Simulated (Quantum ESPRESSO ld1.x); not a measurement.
Q: The gold ion Au3+, 76 electrons, occupied as [Xe] 4f14 5d8. All-electron calculation, Dirac Kohn-Sham, PW91, spin-unpolarised, spherical densities, point nucleus; open shells fill j = l - 1/2 first. Program: ld1.x of Quantum ESPRESSO 7.5. Some entries of the table are withheld. Estimate them.

orbital  occ.  eigenvalue (eV)  r(max) (bohr)  <r> (bohr)
1s1/2       2              (1)          0.010     0.01686
2s1/2       2         -14256.9          0.060     0.07044
2p1/2       2         -13671.6          0.045         (2)
2p3/2       4         -11835.2          0.052         (3)
3s1/2       2         -3392.43          0.170      0.1833
3p1/2       2         -3129.61          0.159      0.1736
3p3/2       4         -2724.36          0.173      0.1893
3d3/2       4         -2288.69          0.135      0.1648
3d5/2       6         -2201.61          0.140      0.1696
4s1/2       2         -764.737          0.382      0.4068
4p1/2       2         -652.704            (4)      0.4093
4p3/2       4         -555.495            (5)      0.4434
4d3/2       4              (6)          0.404      0.4519
4d5/2       6              (7)          0.414      0.4631
5s1/2       2         -144.272          0.851      0.9246
4f5/2       6         -119.480          0.373         (8)
4f7/2       8         -115.665          0.379         (9)
5p1/2       2         -107.795          0.893        (10)
5p3/2       4         -91.0138          0.975        (11)
5d3/2       4         -41.6820           1.16       1.411
5d5/2       4         -39.8357           1.20       1.456

A: 
(1) 1s1/2 eigenvalue (eV): -80699.4
(2) 2p1/2 <r> (bohr): 0.05798
(3) 2p3/2 <r> (bohr): 0.06653
(4) 4p1/2 r(max) (bohr): 0.382
(5) 4p3/2 r(max) (bohr): 0.411
(6) 4d3/2 eigenvalue (eV): -372.390
(7) 4d5/2 eigenvalue (eV): -354.291
(8) 4f5/2 <r> (bohr): 0.4948
(9) 4f7/2 <r> (bohr): 0.5018
(10) 5p1/2 <r> (bohr): 0.9969
(11) 5p3/2 <r> (bohr): 1.091
